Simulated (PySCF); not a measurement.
# Gas-phase thermal properties of Mo2O6

Method: PySCF energies (xtb for GFN2) plus ideal-gas RRHO corrections (1 bar). The comparison is the NASA 1993 polynomial table, which mixes measured and estimated data. All species are closed-shell singlets. Mo: scalar-relativistic def2 core potential, no spin-orbit coupling. The harmonic model lacks anharmonicity and excited electronic states, which grow with temperature; levels with a mode under 35 cm⁻¹ are left out. Soft modes under 120 cm⁻¹ make the harmonic entropy rough for Mo2O6. The table's entry may be an old estimate for Mo2O6 (not checked at source).

```
level           point group  σ  ZPE (kJ/mol)  S°298 (J/mol/K)  Cp298 (J/mol/K)  S°1000 (J/mol/K)  H1000 − H298 (kJ/mol)
--------------  -----------  -  ------------  ---------------  ---------------  ----------------  ---------------------
table                     -  -             -            387.5            130.5             577.8                  113.4
GFN2-xTB                D2h  4          44.3            412.8            140.9             609.4                  116.4
PBE/def2-SVP            D2h  4          52.6            390.1            130.4             580.1                  113.2
PBE0/def2-TZVP          D2h  4          56.0            382.7            126.9             569.9                  111.8
```
σ: rotational symmetry number. Electronic degeneracy used: 1. Frequencies are unscaled.
